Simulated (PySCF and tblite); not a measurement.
The numbers below are computed, except where a source is named.
C5H8F3NSi, numbered as in [CH3:1][Si:2]([CH3:3])([NH2:4])[C:5]#[C:6][C:7]([F:8])([F:9])[F:10].

The ensemble was built from 60 distance-geometry starts (ETKDG and KDG, MMFF94s, GFN2-xTB) and rests on GFN2-xTB geometries. Free energies are B3LYP-D3(BJ)/pcSseg-1 (IEF-PCM, tetrahydrofuran) single points with GFN2-xTB rigid-rotor and vibrational terms (modes under about 100 cm⁻¹ blended into free rotors). Symmetry numbers and mirror images are counted. Conformers within 3 kcal/mol (GFN2-xTB free energy) were kept, 9 at most. GIAO shieldings: B3LYP/pcSseg-1 (IEF-PCM, tetrahydrofuran). Shifts are against TMS (¹H), TMS (¹³C), TMS (²⁹Si) at the same level. (PySCF 2.14, tblite 0.8.)

Question: Predict the averaged NMR shifts at 298.15 K.

Answer: ¹H: 0.31 (H1/H3, 6H) ppm. ¹³C: 126.4 (C7), 106.3 (C5), 92.8 (C6), 0.9 (C1/C3) ppm. ²⁹Si: -23.8 (Si2) ppm.

Question: How do the conformers differ?

Answer: Torsions listed: C1–Si2–N4–H4. Of a mirror pair one member is shown.
```tsv
conformer	shape	weight %
1	-172°	73.9
2	54°	26.1
```

```
signal      1      2  average
 H1/H3   0.31   0.32     0.31
 C1/C3    0.3    2.4      0.9
    C5  106.4  105.8    106.3
    C6   92.9   92.7     92.8
    C7  126.4  126.3    126.4
   Si2  -24.9  -20.9    -23.8
```

Question: Which signal moves most, for its nucleus, between 200 and 400 K through the change of populations alone?

Answer: C1/C3: 0.6 ppm at 200 K, 0.7 ppm at 250 K, 0.9 ppm at 298.15 K, 1.0 ppm at 350 K, 1.1 ppm at 400 K.

H on N, O and S are left out: they exchange, and hydrogen bonds move them by several ppm. Unscaled ²⁹Si shifts at such levels can be off by tens of ppm; differences between conformers or isomers are more reliable. Shifts are unscaled: against experiment ¹³C can be off by 15 ppm or more and ¹H by 0.8 ppm.


Conformer gaps in pcSseg-1 on xTB geometries can be 2 kcal/mol off for S=O, P=O and other polar bonds.